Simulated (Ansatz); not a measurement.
A series at Si: from `F[Si](I)(I)I`, ligands are replaced one by one, each step taking up H–F and setting free HI; n counts the steps. Ansatz, PBE0-D4/def2-TZVP geometries.

CBS adds triple-zeta CCSD(T) − MP2 to the MP2 limit, frozen cores; atoms without spin–orbit coupling. Elements past krypton have def2 core potentials. Outer-core shells of I are correlated without core-valence functions. Spin–orbit coupling is left out.

```tsv
n	molecule	atomization energy, CCSD(T)/CBS (kJ/mol)
0	`F[Si](I)(I)I`	1449.9
1	`F[Si](F)(I)I`	1757.3
2	`F[Si](F)(F)I`	?
3	`F[Si](F)(F)F`	2404.1
```

Problem. By hand: fit a straight line y = ȳ + b (n − n̄) to the 3 given rows and predict n = 2.

Solution. n̄ = 1.333, ȳ = 1870.43; Σ(n − n̄)(y − ȳ) = 1487.87, Σ(n − n̄)² = 4.667, so b = 318.81 kJ/mol a step. Prediction: 1870.43 + (318.81) × (0.667) = 2083.1 kJ/mol.

Problem. By hand: compare with the computed value, 2076.2 kJ/mol, and give the steps along the whole series.

Solution. The line misses by -6.9 kJ/mol (computed minus predicted). Steps: 307.4, 318.9, 327.9 kJ/mol.

The steps differ by up to 20.5 kJ/mol, small against a whole step but well beyond the method's doubt, so the ligands' effects don't simply add. The miss is 0.7 % of the series' range. The energies themselves are unsure by some kJ/mol a bond, though much of that is common to the series.
